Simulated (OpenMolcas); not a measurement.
# Re²⁺: effect of the IPEA shift

| Item | Value |
| --- | --- |
| Program | OpenMolcas 26.06 |
| Basis | ANO-RCC-VTZP [8s7p5d3f2g1h] |
| Scalar Hamiltonian | DKH2, point nucleus |
| Active space | 5 electrons in 5 orbitals (5d) |
| State averaging | 2S+1 = 6 even, 1 root; 2S+1 = 4 even, 24 roots; 2S+1 = 2 even, 75 roots |
| Spin-orbit coupling | state interaction with AMFI integrals over the reference wave functions, term energies averaged over their components |

Methods on the same reference wave functions:
A. CASSCF
B. MS-CASPT2, IPEA 0 Eh, imaginary shift 0.1 Eh (closed shells correlated: 5s 5p)
C. MS-CASPT2, IPEA 0.25 Eh, imaginary shift 0.1 Eh (closed shells correlated: 5s 5p)

Energies in cm⁻¹ above 5d⁵ ⁶S_5/2, the measured ground level; measured values from the list in Brasseur, Gamrath and Quinet, At. Data Nucl. Data Tables 157, 101636 (2024).

```tsv
Level	A	B	C	Measured
5d⁵ ⁶S_5/2	0.0	0.0	0.0	0.0
5d⁵ ⁴G_7/2 [69 %]	22710	18690	19160	16890
5d⁵ ⁴G_11/2	23171	19670	20000	18020
5d⁵ ⁴G_9/2	23672	20150	20470	18346
5d⁵ ⁴P_1/2 [61 %]	26273	20690	21530	
5d⁵ ⁴D_7/2 [73 %]	28546	23040	23520	20453
5d⁵ ⁴D_1/2 [64 %]	31263	25510	26200	
5d⁵ ²I_11/2	32542	28660	29020	26170
5d⁵ ²I_13/2	34674	31020	31310	28588
5d⁵ ²H_11/2 [74 %]	45896	40910	41530	
5d⁵ ²S_1/2	50381	39600	42190	
5d⁵ ²D_3/2(2)	55716	45480	47310	
5d⁵ ²D_5/2(2) [72 %]	58095	48180	49960	
5d⁵ ²G_9/2(2)	61464	51910	53300	
5d⁵ ²G_7/2(2)	62524	53020	54430	
5d⁵ ²P_3/2	72666	58990	60930	
5d⁵ ²P_1/2	74837	61200	63260	
5d⁵ ²D_5/2(3)	80589	67500	68770	
5d⁵ ²D_3/2(3)	82129	68970	70330
```

Deviations, from unrounded energies. A percentage is the sum of absolute deviations over the sum of measured energies, with the sign that they share, or ± where signs differ.

```
                        Against measurement  Levels      A     B      C
             mean absolute deviation (cm-1)       6   6100  2100   2500
other terms of the ground configuration (%)       6  +28.7  +9.9  +11.7
```

B lies closest to measurement on these levels and A furthest from it. The largest miss of B in the table is 5d⁵ ⁴D_7/2 [73 %], by +2600 cm-1. The ranking rests on the paired levels alone, and a cruder setting can come out closer through cancelling errors.

Between B and C the level of the table that moves most is 5d⁵ ²S_1/2, by 2600 cm-1 (lowest in B, highest in C). Moves below CASPT2's spread within the term are not significant.

The mean deviations of B to C differ by less than CASPT2's widest spread within a term (430 cm-1), so their order carries little weight.

From A to B the spin-free energies of the other terms of 5d⁵ shown, above ⁶S, scale by factors of 0.77 to 0.88, as is usual when dynamic correlation screens the repulsion within a d or f shell.

The lowest spin-free term lies below A's lowest term by 0.318 hartree in B, 0.307 hartree in C.

CASPT2 breaks the degeneracy within a term, and the mean is taken; among the terms shown or strongly mixed into the levels shown the widest spread is 430 cm-1 (5d⁵ ²F(2), C). Over all roots computed the reference weight is 0.89 to 0.94 in B; the roots of lowest weight are the least certain, and an intruder state may touch them. Configurations with an s electron lie low in 5d ions of this charge, fall among these levels and mix in, so low-spin terms can stand far too high, up to twice their true height, and weights are not those of the real levels. Without dynamic correlation excited terms often stand tens of per cent too high (terms of higher spin than the ground term too low), and those without a measured partner can miss by more than the paired ones (holds for A). Some levels mix across a computed gap that differs much from the measured one, so their mixing is not that of the real levels (holds for A). Blocks of more than 70 roots (2S+1 = 2 even) ran without multistate coupling (holds for B; C). Computed and measured levels are paired by configuration, term and J; levels that our copy of the source lacks, or whose pairing is in doubt (as where it misses far off the trend of its configuration), stay unpaired and out of the deviations. Only configurations of the active space appear. Levels that lie high or do not pair safely by name in every column are left out.

A share in square brackets marks a mixed level and gives the weight of the term that names it, the lowest over the columns. A number in round brackets counts repeated terms of one configuration in the order of the reference energies.
